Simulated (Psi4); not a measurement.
Interaction energy of HF ··· C2H6 (SMILES F and CC), singlet. Monomers: optimised at B3LYP-D3(BJ) (def2-TZVP), held rigid. Orientation: lowest of the rigid-body minima from ten starts at GFN2-xTB. Only R, the distance of the centres of mass, is varied, so the lowest point isn't the relaxed dimer.

Levels: PBE/def2-TZVP, counterpoise-corrected (Psi4); PBE-D3(BJ)/def2-TZVP, counterpoise-corrected (Psi4); SAPT0/jun-cc-pVDZ, frozen core (Psi4).

Interaction energies in kJ/mol; the last columns give the difference from SAPT0:

```json
[
 {"R / Å": "2.62", "PBE/def2-TZVP": "24.75", "PBE-D3(BJ)/def2-TZVP": "20.83", "SAPT0/jun-cc-pVDZ": "28.28", "PBE/def2-TZVP − SAPT0/jun-cc-pVDZ": "-3.54", "PBE-D3(BJ)/def2-TZVP − SAPT0/jun-cc-pVDZ": "-7.45"},
 {"R / Å": "2.80", "PBE/def2-TZVP": "7.23", "PBE-D3(BJ)/def2-TZVP": "3.56", "SAPT0/jun-cc-pVDZ": "10.64", "PBE/def2-TZVP − SAPT0/jun-cc-pVDZ": "-3.41", "PBE-D3(BJ)/def2-TZVP − SAPT0/jun-cc-pVDZ": "-7.08"},
 {"R / Å": "3.03", "PBE/def2-TZVP": "-2.19", "PBE-D3(BJ)/def2-TZVP": "-5.51", "SAPT0/jun-cc-pVDZ": "0.92", "PBE/def2-TZVP − SAPT0/jun-cc-pVDZ": "-3.11", "PBE-D3(BJ)/def2-TZVP − SAPT0/jun-cc-pVDZ": "-6.43"},
 {"R / Å": "3.20", "PBE/def2-TZVP": "-4.51", "PBE-D3(BJ)/def2-TZVP": "-7.55", "SAPT0/jun-cc-pVDZ": "-1.85", "PBE/def2-TZVP − SAPT0/jun-cc-pVDZ": "-2.66", "PBE-D3(BJ)/def2-TZVP − SAPT0/jun-cc-pVDZ": "-5.70"},
 {"R / Å": "3.44", "PBE/def2-TZVP": "-4.93", "PBE-D3(BJ)/def2-TZVP": "-7.55", "SAPT0/jun-cc-pVDZ": "-3.03", "PBE/def2-TZVP − SAPT0/jun-cc-pVDZ": "-1.89", "PBE-D3(BJ)/def2-TZVP − SAPT0/jun-cc-pVDZ": "-4.52"},
 {"R / Å": "3.58", "PBE/def2-TZVP": "-4.53", "PBE-D3(BJ)/def2-TZVP": "-6.92", "SAPT0/jun-cc-pVDZ": "-3.04", "PBE/def2-TZVP − SAPT0/jun-cc-pVDZ": "-1.49", "PBE-D3(BJ)/def2-TZVP − SAPT0/jun-cc-pVDZ": "-3.87"},
 {"R / Å": "3.94", "PBE/def2-TZVP": "-3.10", "PBE-D3(BJ)/def2-TZVP": "-4.89", "SAPT0/jun-cc-pVDZ": "-2.32", "PBE/def2-TZVP − SAPT0/jun-cc-pVDZ": "-0.78", "PBE-D3(BJ)/def2-TZVP − SAPT0/jun-cc-pVDZ": "-2.56"},
 {"R / Å": "4.20", "PBE/def2-TZVP": "-2.20", "PBE-D3(BJ)/def2-TZVP": "-3.60", "SAPT0/jun-cc-pVDZ": "-1.71", "PBE/def2-TZVP − SAPT0/jun-cc-pVDZ": "-0.49", "PBE-D3(BJ)/def2-TZVP − SAPT0/jun-cc-pVDZ": "-1.89"},
 {"R / Å": "4.73", "PBE/def2-TZVP": "-0.98", "PBE-D3(BJ)/def2-TZVP": "-1.77", "SAPT0/jun-cc-pVDZ": "-0.84", "PBE/def2-TZVP − SAPT0/jun-cc-pVDZ": "-0.15", "PBE-D3(BJ)/def2-TZVP − SAPT0/jun-cc-pVDZ": "-0.93"},
 {"R / Å": "5.43", "PBE/def2-TZVP": "-0.28", "PBE-D3(BJ)/def2-TZVP": "-0.63", "SAPT0/jun-cc-pVDZ": "-0.32", "PBE/def2-TZVP − SAPT0/jun-cc-pVDZ": "0.04", "PBE-D3(BJ)/def2-TZVP − SAPT0/jun-cc-pVDZ": "-0.31"},
 {"R / Å": "6.40", "PBE/def2-TZVP": "-0.05", "PBE-D3(BJ)/def2-TZVP": "-0.16", "SAPT0/jun-cc-pVDZ": "-0.09", "PBE/def2-TZVP − SAPT0/jun-cc-pVDZ": "0.05", "PBE-D3(BJ)/def2-TZVP − SAPT0/jun-cc-pVDZ": "-0.07"},
 {"R / Å": "7.69", "PBE/def2-TZVP": "0.00", "PBE-D3(BJ)/def2-TZVP": "-0.04", "SAPT0/jun-cc-pVDZ": "-0.02", "PBE/def2-TZVP − SAPT0/jun-cc-pVDZ": "0.02", "PBE-D3(BJ)/def2-TZVP − SAPT0/jun-cc-pVDZ": "-0.02"}
]
```

PBE/def2-TZVP is furthest from SAPT0/jun-cc-pVDZ at 2.62 (-3.54 kJ/mol, below); its mean absolute difference over the points is 1.47 kJ/mol.

PBE-D3(BJ)/def2-TZVP is furthest from SAPT0/jun-cc-pVDZ at 2.62 (-7.45 kJ/mol, below); its mean absolute difference over the points is 3.40 kJ/mol.
